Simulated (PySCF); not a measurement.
C₇H₈N (doublet state).
Geometry (GFN2-xTB, Å), atoms numbered from 1 in this order:
```
atom  x, y, z in Å
N1    -0.4244   -1.7455    2.2931
C2    -0.2515   -1.5498    1.1785
C3    -0.1037   -1.2453   -0.2342
C4    -1.2223   -0.3223   -0.5514
C5    -1.1599    1.0830   -0.1028
C6     0.2235    1.5405    0.2413
C7     1.3065    0.8005    0.0702
C8     1.2681   -0.5908   -0.4824
H9    -0.1899   -2.1845   -0.7928
H10   -2.1579   -0.7207   -0.9044
H11   -1.8071    1.2330    0.7784
H12   -1.5779    1.7398   -0.8782
H13    0.2984    2.5410    0.6422
H14    2.2837    1.1878    0.3204
H15    1.4523   -0.5593   -1.5613
H16    2.0544   -1.1984   -0.0281
```

The hyperfine couplings belong to this conformer and change with its torsions.

As a line formula: `N#C[C@H]1[CH]CC=CC1` [radical].

Method: UKS B3LYP, pcH-1 on C H N, non-relativistic, mean-field spin-orbit, GIAO (PySCF 2.14.0). Isolated species at its GFN2-xTB geometry (one conformer only). The geometry wasn't refined by DFT: couplings that depend on bond lengths, twists or pyramidal angles can differ widely from those at the functional's own minimum. The SCF solution wasn't tested for stability.

Q: Match the computed a_iso(13C) values +102.1, +88.8, -30.3, -25.2, +24.6, +3.0, -2.0 MHz with the sites C2; C3; C4; C5; C6; C7; C8.

A: 
```json
{"site": "C2", "a_iso (MHz)": "+88.8", "ρ(0) (bohr⁻³)": "+0.0790", "position": "2 bonds from C4", "distance from C4 (Å)": "2.33", "spin population": "+0.01", "largest |T| (MHz)": "8.3"}
{"site": "C3", "a_iso (MHz)": "-25.2", "ρ(0) (bohr⁻³)": "-0.0224", "position": "1 bond from C4", "distance from C4 (Å)": "1.48", "spin population": "-0.07", "largest |T| (MHz)": "2.1"}
{"site": "C4", "a_iso (MHz)": "+102.1", "ρ(0) (bohr⁻³)": "+0.0908", "position": "largest spin population", "distance from C4 (Å)": "0.00", "spin population": "+1.02", "largest |T| (MHz)": "161.9"}
{"site": "C5", "a_iso (MHz)": "-30.3", "ρ(0) (bohr⁻³)": "-0.0269", "position": "1 bond from C4", "distance from C4 (Å)": "1.48", "spin population": "-0.08", "largest |T| (MHz)": "2.4"}
{"site": "C6", "a_iso (MHz)": "+3.0", "ρ(0) (bohr⁻³)": "+0.0027", "position": "2 bonds from C4", "distance from C4 (Å)": "2.49", "spin population": "+0.01", "largest |T| (MHz)": "1.8"}
{"site": "C7", "a_iso (MHz)": "-2.0", "ρ(0) (bohr⁻³)": "-0.0018", "position": "3 bonds from C4", "distance from C4 (Å)": "2.84", "spin population": "0.00", "largest |T| (MHz)": "1.3"}
{"site": "C8", "a_iso (MHz)": "+24.6", "ρ(0) (bohr⁻³)": "+0.0219", "position": "2 bonds from C4", "distance from C4 (Å)": "2.51", "spin population": "+0.02", "largest |T| (MHz)": "5.1"}
```

ρ(0) is the spin density at the nucleus and T the dipolar tensor. The Mulliken spin populations are largest on C4 (+1.02), C5 (-0.08) and C3 (-0.07). C4 is the only atom above +0.15. The angles at C4 add up to 358.6°, so it is planar; its axial dipolar tensor and the negative coupling of its proton fit spin in a p orbital normal to that plane.
